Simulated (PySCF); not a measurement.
## Fractional electron number in Ir²⁺ (iridium, charge +2)

The 5d beta orbital of [Xe] 4f14 5d7 is emptied in steps (occupation f), with all orbitals relaxed, ending at [Xe] 4f14 5d6. All numbers are calculated (PySCF 2.14, scalar relativity through the core potential, in def2-SVP with the def2 core potential (60 electrons) (6s3p2d1f, 32 functions)). The exact energy is a straight line in f; departures are measured from the line between the end points of the same method.

```tsv
f	r2SCAN0 (eV)
1	0.000
0.9	-0.347
0.7	-0.810
0.5	-0.963
0.3	-0.806
0.1	-0.343
0	0.000
```

**Question.** For r2SCAN0, how does the orbital energy at f = 1 compare with the removal energy?

**Answer.** −ε = 25.153 eV against a total-energy difference of 29.008 eV. By Janak's theorem ε = ∂E/∂f, so the gap between them reflects the curvature. Along the path −ε is 25.920 (f = 0.9), 27.467 (f = 0.7), 29.021 (f = 0.5), 30.567 (f = 0.3), 32.073 (f = 0.1) eV.

Reference removal energy between the ground levels: 28 ± 1.6 eV (theoretical estimate listed by NIST; NIST Atomic Spectra Database, ionization energies). The calculation has no spin-orbit coupling. The determinant left behind need not be the lowest term of the ion.
